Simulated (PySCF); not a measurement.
PySCF job for CH8FN3Si, SMILES [Si](N)(N)(CF)N, TDA-PBE/def2-SVPD. Coordinates come from a B3LYP-D3(BJ)/def2-SVP optimisation. This is a generated structure with no PubChem entry under its InChIKey; it may be hypothetical. The values are those of a single conformer.

```python
import numpy as np
from pyscf import gto, scf, dft, tdscf

mol = gto.M(
    atom='''
    N    -1.83656369    0.09004712    0.53714129
    Si   -0.18605571   -0.31863572    0.21199757
    N    -0.06593772   -1.09283398   -1.32820905
    N     0.30947577   -1.17735052    1.63209378
    C     1.05918539    1.11102679    0.03185153
    F     0.94073817    1.68334578   -1.24441768
    H    -2.10849251    0.49873161    1.42594018
    H    -2.41995715    0.43084470   -0.21964698
    H     0.28429853   -0.53215703   -2.09985497
    H    -0.73384123   -1.78968848   -1.64061958
    H    -0.34036490   -1.84028167    2.04527853
    H     1.26080621   -1.52667488    1.70069057
    H     2.10266518    0.76465543    0.15558648
    H     0.88908928    1.90015907    0.78612748
    ''',
    basis='def2-SVPD',
    charge=0,
    spin=0,
    max_memory=1600,
    verbose=4,
)
mf = dft.RKS(mol, xc='pbe').density_fit(auxbasis='def2-universal-jkfit')
mf.grids.level = 3
mf.conv_tol = 1e-9
mf.max_cycle = 100
mf.kernel()
mf.grids = dft.Grids(mol).set(level=1).build(with_non0tab=True)  # coarser grid for the response kernel
td = tdscf.TDA(mf)
td.singlet = True
td.nstates = 10
td.conv_tol = 1e-4
td.positive_eig_threshold = 1e-6
td.kernel(x0=td.get_init_guess(mf, 15))
td.analyze()
tt = tdscf.TDA(mf)
tt.singlet = False
tt.nstates = 4
tt.conv_tol = 1e-4
tt.positive_eig_threshold = 1e-6
tt.kernel(x0=tt.get_init_guess(mf, 9))
tt.analyze(verbose=3)
```

Output:

```
PySCF version 2.14.0

[INPUT] verbose = 4
[INPUT] num. atoms = 14
[INPUT] num. electrons = 58
[INPUT] charge = 0
[INPUT] spin (= nelec alpha-beta = 2S) = 0
[INPUT] symmetry False subgroup None
[INPUT] Mole.unit = angstrom
[INPUT] Symbol           X                Y                Z      unit          X                Y                Z       unit  Magmom
[INPUT]  1 N     -1.836563690000   0.090047120000   0.537141290000 AA   -3.470602384421   0.170164395106   1.015049928296 Bohr   0.0
[INPUT]  2 Si    -0.186055710000  -0.318635720000   0.211997570000 AA   -0.351594335812  -0.602134244304   0.400617346373 Bohr   0.0
[INPUT]  3 N     -0.065937720000  -1.092833980000  -1.328209050000 AA   -0.124604232078  -2.065156921818  -2.509951340669 Bohr   0.0
[INPUT]  4 N      0.309475770000  -1.177350520000   1.632093780000 AA    0.584824447489  -2.224870035414   3.084210253806 Bohr   0.0
[INPUT]  5 C      1.059185390000   1.111026790000   0.031851530000 AA    2.001570302241   2.099536350155   0.060190668348 Bohr   0.0
[INPUT]  6 F      0.940738170000   1.683345780000  -1.244417680000 AA    1.777737496225   3.181062497142  -2.351608599767 Bohr   0.0
[INPUT]  7 H     -2.108492510000   0.498731610000   1.425940180000 AA   -3.984473379597   0.942466152563   2.694636410213 Bohr   0.0
[INPUT]  8 H     -2.419957150000   0.430844700000  -0.219646980000 AA   -4.573056246683   0.814178485220  -0.415072636288 Bohr   0.0
[INPUT]  9 H      0.284298530000  -0.532157030000  -2.099854970000 AA    0.537246359316  -1.005631041962  -3.968150794607 Bohr   0.0
[INPUT] 10 H     -0.733841230000  -1.789688480000  -1.640619580000 AA   -1.386758943614  -3.382021075489  -3.100321680799 Bohr   0.0
[INPUT] 11 H     -0.340364900000  -1.840281670000   2.045278530000 AA   -0.643196443415  -3.477628348357   3.865016270153 Bohr   0.0
[INPUT] 12 H      1.260806210000  -1.526674880000   1.700690570000 AA    2.382578433051  -2.884997404453   3.213839399930 Bohr   0.0
[INPUT] 13 H      2.102665180000   0.764655430000   0.155586480000 AA    3.973461321859   1.444989342362   0.294015835885 Bohr   0.0
[INPUT] 14 H      0.889089280000   1.900159070000   0.786127480000 AA    1.680135239487   3.590780235408   1.485565636194 Bohr   0.0

nuclear repulsion = 330.988141406893
number of shells = 83
number of NR pGTOs = 275
number of NR cGTOs = 191
basis = def2-SVPD
ecp = {}


******** <class 'pyscf.df.df_jk.DFRKS'> ********
method = DFRKS
initial guess = minao
damping factor = 0
level_shift factor = 0
DIIS = <class 'pyscf.scf.diis.CDIIS'>
diis_start_cycle = 1
diis_space = 8
diis_damp = 0
SCF conv_tol = 1e-09
SCF conv_tol_grad = None
SCF max_cycles = 100
direct_scf = False
XC library pyscf.dft.libxc version 7.1.2
    S. Lehtola, C. Steigemann, M. J. T. Oliveira, and M. A. L. Marques,  SoftwareX 7, 1–5 (2018)
XC functionals = pbe
    J. P. Perdew, K. Burke, and M. Ernzerhof,  Phys. Rev. Lett. 77, 3865 (1996)
    J. P. Perdew, K. Burke, and M. Ernzerhof,  Phys. Rev. Lett. 78, 1396 (1997)
    J. P. Perdew, K. Burke, and M. Ernzerhof,  Phys. Rev. Lett. 77, 3865 (1996)
    J. P. Perdew, K. Burke, and M. Ernzerhof,  Phys. Rev. Lett. 78, 1396 (1997)
radial grids:
    Treutler-Ahlrichs [JCP 102, 346 (1995); DOI:10.1063/1.469408] (M4) radial grids

becke partition: Becke, JCP 88, 2547 (1988); DOI:10.1063/1.454033
pruning grids: <function nwchem_prune>
grids dens level: 3
symmetrized grids: False
atomic radii adjust function: <function treutler_atomic_radii_adjust>
small_rho_cutoff = 0
Set gradient conv threshold to 3.16228e-05
Initial guess from minao.
tot grids = 167736
init E= -596.080443753569
  HOMO = -0.308632518096958  LUMO = -0.0461395391311168  gap/eV = 7.14280
cycle= 1 E= -595.653933736137  delta_E= 0.427  |g|= 0.863  |ddm|= 4.89
  HOMO = -0.089326528310449  LUMO = 0.0116569681066898  gap/eV = 2.74790
cycle= 2 E= -595.233824477124  delta_E= 0.42  |g|= 1.61  |ddm|= 6.06
  HOMO = -0.218221697714164  LUMO = -0.0160969805270739  gap/eV = 5.50009
cycle= 3 E= -595.813408659538  delta_E= -0.58  |g|= 0.107  |ddm|= 4.68
  HOMO = -0.213764730723686  LUMO = -0.014968828229887  gap/eV = 5.40951
cycle= 4 E= -595.815431340194  delta_E= -0.00202  |g|= 0.0641  |ddm|= 0.184
  HOMO = -0.21042826400851  LUMO = -0.0140671496495264  gap/eV = 5.34326
cycle= 5 E= -595.816354941439  delta_E= -0.000924  |g|= 0.0152  |ddm|= 0.09
  HOMO = -0.211643461384448  LUMO = -0.0142999990511607  gap/eV = 5.36999
cycle= 6 E= -595.816390902069  delta_E= -3.6e-05  |g|= 0.00687  |ddm|= 0.0246
  HOMO = -0.211402027995106  LUMO = -0.0143287189567265  gap/eV = 5.36264
cycle= 7 E= -595.816399886952  delta_E= -8.98e-06  |g|= 0.000865  |ddm|= 0.00852
  HOMO = -0.211437656196619  LUMO = -0.0143411796897626  gap/eV = 5.36327
cycle= 8 E= -595.816400065617  delta_E= -1.79e-07  |g|= 0.000279  |ddm|= 0.00249
  HOMO = -0.211465469172222  LUMO = -0.0143519000367598  gap/eV = 5.36373
cycle= 9 E= -595.81640008332  delta_E= -1.77e-08  |g|= 0.000122  |ddm|= 0.000589
  HOMO = -0.211462566456927  LUMO = -0.0143521126259745  gap/eV = 5.36365
cycle= 10 E= -595.816400086367  delta_E= -3.05e-09  |g|= 3.49e-05  |ddm|= 0.000246
  HOMO = -0.211462525971783  LUMO = -0.01435153824265  gap/eV = 5.36366
cycle= 11 E= -595.816400086577  delta_E= -2.09e-10  |g|= 1.83e-05  |ddm|= 9.35e-05
  HOMO = -0.211461324277257  LUMO = -0.014351712308454  gap/eV = 5.36363
Extra cycle  E= -595.816400086445  delta_E= 1.31e-10  |g|= 3.08e-05  |ddm|= 7.88e-05
converged SCF energy = -595.816400086445
tot grids = 52032
Overwritten attributes  positive_eig_threshold  of <class 'pyscf.tdscf.rks.TDA'>


******** <class 'pyscf.tdscf.rks.TDA'> for <class 'pyscf.df.df_jk.DFRKS'> ********
nstates = 10 singlet
deg_eia_thresh = 1.000e-03
wfnsym = None
conv_tol = 0.0001
eigh lindep = 1e-12
eigh level_shift = 0
eigh max_cycle = 100


Excitation energies (eV)
[5.42452137 5.56376656 5.94292834 6.05508995 6.09612178 6.56262506
 6.65021623 6.74519163 6.77549019 6.87291459]

** Singlet excitation energies and oscillator strengths **
Excited State   1:      5.42452 eV    228.56 nm  f=0.0315
      29 -> 30        0.70375
Excited State   2:      5.56377 eV    222.84 nm  f=0.0420
      28 -> 30        0.70366
Excited State   3:      5.94293 eV    208.62 nm  f=0.0072
      27 -> 30        0.49568
      29 -> 31        0.50083
Excited State   4:      6.05509 eV    204.76 nm  f=0.0466
      27 -> 30       -0.43876
      28 -> 31        0.35477
      29 -> 31        0.41679
Excited State   5:      6.09612 eV    203.38 nm  f=0.0266
      27 -> 30       -0.24074
      28 -> 31       -0.60286
      29 -> 31        0.25646
Excited State   6:      6.56263 eV    188.92 nm  f=0.0113
      27 -> 31       -0.65399
      29 -> 32       -0.24594
Excited State   7:      6.65022 eV    186.44 nm  f=0.0081
      27 -> 31       -0.16636
      29 -> 32        0.46725
      29 -> 33       -0.48935
Excited State   8:      6.74519 eV    183.81 nm  f=0.0128
      27 -> 31       -0.10247
      28 -> 32        0.39970
      28 -> 33       -0.17195
      29 -> 32        0.33741
      29 -> 33        0.41058
Excited State   9:      6.77549 eV    182.99 nm  f=0.0261
      27 -> 31       -0.15016
      28 -> 32       -0.52981
      29 -> 32        0.29824
      29 -> 33        0.27762
Excited State  10:      6.87291 eV    180.40 nm  f=0.0128
      26 -> 30        0.22513
      28 -> 32        0.20273
      28 -> 33        0.62125

** Transition electric dipole moments (AU) **
state          X           Y           Z        Dip. S.      Osc.
  1         0.3277     -0.1564      0.3244      0.2370      0.0315
  2        -0.2934     -0.4705      0.0268      0.3081      0.0420
  3         0.1701     -0.0453     -0.1350      0.0492      0.0072
  4        -0.0462      0.4746      0.2950      0.3144      0.0466
  5        -0.2358      0.3437      0.0642      0.1779      0.0266
  6         0.0885      0.2415     -0.0649      0.0704      0.0113
  7         0.0983     -0.1113     -0.1662      0.0497      0.0081
  8        -0.1551     -0.0155     -0.2308      0.0776      0.0128
  9        -0.0531      0.1149     -0.3755      0.1570      0.0261
 10        -0.2552     -0.1027      0.0140      0.0759      0.0128

** Transition velocity dipole moments (imaginary part, AU) **
state          X           Y           Z        Dip. S.      Osc.
  1         0.0507     -0.0232      0.0483      0.0054      0.0182
  2        -0.0552     -0.0793      0.0141      0.0095      0.0311
  3         0.0315     -0.0204     -0.0141      0.0016      0.0049
  4        -0.0262      0.0769      0.0565      0.0098      0.0293
  5        -0.0200      0.0639      0.0189      0.0048      0.0144
  6         0.0290      0.0472      0.0151      0.0033      0.0091
  7         0.0194     -0.0266     -0.0223      0.0016      0.0043
  8        -0.0362     -0.0034     -0.0277      0.0021      0.0056
  9        -0.0063      0.0451     -0.0549      0.0051      0.0136
 10        -0.0319     -0.0313      0.0033      0.0020      0.0053

** Transition magnetic dipole moments (imaginary part, AU) **
state          X           Y           Z
  1         0.5765      0.4048     -0.3890
  2        -0.2490      0.0021     -0.4972
  3        -0.0540      0.0860     -0.0241
  4         0.3755     -0.2092      0.0378
  5         0.0355     -0.0421      0.1139
  6         0.5785      0.0837     -0.1513
  7         0.0711      0.1513     -0.1070
  8        -0.1684     -0.0230     -0.1201
  9        -0.0564     -0.0719      0.2591
 10        -0.0600     -0.0655     -0.3315


******** <class 'pyscf.tdscf.rks.TDA'> for <class 'pyscf.df.df_jk.DFRKS'> ********
nstates = 4 triplet
deg_eia_thresh = 1.000e-03
wfnsym = None
conv_tol = 0.0001
eigh lindep = 1e-12
eigh level_shift = 0
eigh max_cycle = 100


Excitation energies (eV)
[5.2752496  5.38324074 5.74946798 5.87538551]

** Triplet excitation energies and oscillator strengths **
Excited State   1:      5.27525 eV    235.03 nm  f=0.0000
Excited State   2:      5.38324 eV    230.32 nm  f=0.0000
Excited State   3:      5.74947 eV    215.64 nm  f=0.0000
Excited State   4:      5.87539 eV    211.02 nm  f=0.0000
```

Self-consistency was reached.
